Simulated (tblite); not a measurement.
Compound: C₇H₁₁OP.
Structure used (GFN2-xTB), in Å, numbered top down from 1:
```xyz
20
C7H11OP angstrom
C     -1.9089   -2.2071   -0.2973
O     -1.7587   -0.8098   -0.3300
C     -0.5994   -0.3064    0.1603
C      0.4620   -0.9669    0.6700
P      1.6856    0.1890    1.3128
C      3.0421    0.0126    0.0516
C      0.7496    1.5516    0.5875
C     -0.4371    1.1442    0.1055
C     -1.5111    2.0021   -0.4685
H     -1.8661   -2.5862    0.7292
H     -1.1355   -2.7033   -0.8932
H     -2.8880   -2.4184   -0.7242
H      0.5313   -2.0283    0.8307
H      3.5553   -0.9306    0.2262
H      3.7472    0.8302    0.1844
H      2.6301    0.0335   -0.9548
H      1.0643    2.5796    0.6525
H     -1.2315    3.0513   -0.4245
H     -2.4382    1.8526    0.0829
H     -1.6981    1.7211   -1.5040
```

Computed with GFN2-xTB (tblite): harmonic, unscaled wavenumbers at the GFN2-xTB geometry, gas phase. This tight-binding method is rough: wavenumbers can miss measured ones by several per cent, in bad cases by 10 to 20. One conformer, not necessarily the lowest.

Harmonic wavenumbers (cm⁻¹): 85.8, 92.0, 108.7, 137.3, 174.1, 190.3, 206.6, 261.4, 294.1, 336.7, 407.2, 467.0, 508.1, 514.2, 618.3, 713.6, 716.2, 769.5, 773.7, 812.4, 848.8, 880.6, 888.4, 1008.9, 1024.4, 1033.8, 1112.3, 1126.1, 1138.5, 1168.7, 1182.7, 1292.8, 1345.2, 1395.4, 1401.8, 1437.3, 1444.4, 1463.8, 1466.5, 1471.7, 1484.0, 1558.5, 1626.1, 2927.8, 2944.6, 3006.4, 3008.3, 3017.0, 3019.2, 3023.5, 3026.2, 3046.5, 3099.0, 3112.5.

A = 2091, B = 1080, C = 786.5 MHz; mass 142.055 u (most abundant isotopes); point group C1, symmetry number 1.

Q: What is the zero-point energy?

A: ½Σν̃ = 35109 cm⁻¹ = 420.00 kJ/mol.

Q: What is S at 500 K and 1 bar for an ideal gas of classical rigid rotors and harmonic oscillators?

A: Translation 181.41, rotation 130.22, vibration 218.54: S = 530.2 J/(mol K).

Q: And Cp and H(500 K) − H(0)?

A: Cp = 252.26 J/(mol K), of which vibrations give 219.00 (their classical limit is 54 R = 449.0); H(500 K) − H(0) = 74.06 kJ/mol without the zero-point energy, 57.43 from vibrations.

Q: Blend soft modes into free rotors: weight 1/[1 + (100 cm⁻¹/ν̃)⁴] for the oscillator and the rest for a rotor with moment μB/(μ + B), μ = h/(8π²ν), B = 10⁻⁴⁴ kg m². What vibrational entropy results?

A: 209.29 J/(mol K) in place of 218.54, which changes −T·S at 500 K by +4.62 kJ/mol.

Q: Which modes carry the vibrational entropy at 500 K?

A: 85.8 cm⁻¹: 19.97; 92.0 cm⁻¹: 19.39; 108.7 cm⁻¹: 18.01; 137.3 cm⁻¹: 16.09; 174.1 cm⁻¹: 14.15; 190.3 cm⁻¹: 13.42 J/(mol K); the other 48 give 117.51 together.

Q: What must be added to the electronic energy to get the Gibbs energy at 500 K and 1 bar?

A: ZPE + [H(500 K) − H(0)] − T·S = 420.00 + 74.06 − 265.09 = 228.97 kJ/mol.

Q: How do the functions run with temperature in this model?

A: 
```
T (K)  S (J/(mol K))  Cp (J/(mol K))  H − H(0) (kJ/mol)  G − H(0) (kJ/mol)  ln q(vib)
  100          289.8            83.2               5.42             -23.56       1.29
  200          361.8           128.5              16.06             -56.29       4.04
  300          422.3           173.1              31.13             -95.55       6.87
  800          667.0           329.1             162.29            -371.31      20.46
 1000          744.2           362.7             231.64            -512.60      25.40
```

q(vib) and H(0) count from the zero-point level.

Hindered rotation and anharmonicity are outside this model. Other conformers, if any are populated, would add a mixing term that is left out. The structure is chiral; the term R ln 2 for an equal mix with its mirror image is left out.
